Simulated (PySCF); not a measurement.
SMILES N#C[SiH2]CC(C)=O (C4H7NOSi), singlet (GFN2-xTB optimised geometry):

```
14

C      1.343     1.002    -1.367
C      0.960    -0.454    -1.329
O      1.010    -1.174    -2.296
C      0.466    -0.944     0.000
Si    -1.448    -0.944     0.000
C     -1.936     0.863     0.000
N     -2.216     1.974     0.000
H      2.216     1.165    -0.737
H      1.577     1.303    -2.385
H      0.527     1.610    -0.980
H      0.794    -1.974     0.143
H      0.850    -0.332     0.815
H     -2.007    -1.550    -1.204
H     -1.948    -1.512     1.254
```

Calculation: PySCF with CAM-B3LYP/def2-TZVP.

What are the frontier orbital energies and the dipole moment?

HOMO-2 -11.42 eV, HOMO-1 -10.89 eV, HOMO -9.02 eV, LUMO 0.12 eV, LUMO+1 0.32 eV; dipole moment 3.15 D.

Meta-Löwdin charges at CAM-B3LYP/def2-TZVP: C1 -0.39, C2 0.40, O3 -0.43, C4 -0.48, Si5 0.69, C6 -0.15, N7 -0.18, H8 0.13, H9 0.14, H10 0.14, H11 0.15, H12 0.13, H13 -0.07, H14 -0.08.
